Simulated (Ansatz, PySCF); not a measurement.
Molecule: C$_{2}$H$_{6}$BO (charge 0, doublet). It need not be the lowest isomer of its formula. 
Coordinates optimised at B3LYP-D3(BJ)/def2-TZVP (Ansatz, an electronic-structure program):
SMILES: O([B]C)C
```xyz
10

B     -0.8636     0.1017    -0.5405
C     -1.3185    -1.0129     0.4648
O      0.3193     0.7035    -0.6195
C      1.4502     0.4430     0.2303
H     -1.2322    -0.6540     1.4977
H     -0.6740    -1.8958     0.3744
H     -2.3469    -1.3333     0.3080
H      1.6975     1.3616     0.7608
H      1.2393    -0.3505     0.9475
H      2.2896     0.1544    -0.4009
```
Charge 0, spin multiplicity 2.

Property: atomisation energy (electronic, to ground-state atoms), in kcal/mol. Correlated levels leave the core frozen unless marked. Open shells are spin-unrestricted. Spin-orbit coupling is left out. No relativistic terms. The coupled-cluster limit lacks core correlation, which all-electron functionals hold. Basis-set limits of correlation are two-point, X^-3; Hartree-Fock from the larger set. The bracket is a focal-point correction in the basis named.

```json
[
 {"level": "HF/def2-TZVPD", "program": "PySCF", "atomisation energy (kcal/mol)": "688.2"},
 {"level": "revPBE-D4/def2-TZVPD", "program": "Ansatz + dftd4", "atomisation energy (kcal/mol)": "912.9"},
 {"level": "PBE0-D4/def2-TZVP", "program": "Ansatz + dftd4", "atomisation energy (kcal/mol)": "919.8"},
 {"level": "PBE0-D4/def2-TZVPD", "program": "Ansatz + dftd4", "atomisation energy (kcal/mol)": "919.8"},
 {"level": "HSE06-D3(BJ)/def2-TZVPD", "program": "Ansatz + dftd3", "atomisation energy (kcal/mol)": "920.1"},
 {"level": "MP2/cc-pVDZ", "program": "Ansatz", "atomisation energy (kcal/mol)": "859.1"},
 {"level": "SCS-MP2/6-31G*", "program": "Ansatz", "atomisation energy (kcal/mol)": "840.8"}
]
```

Task: Estimate the value at RI-MP2/CBS(cc-pVTZ,cc-pVQZ)+[CCSD(T)-MP2]/cc-pVTZ as computed with Ansatz.

Result: 911.5 kcal/mol, so SCS-MP2/6-31G* differs from it by -70.7 kcal/mol.
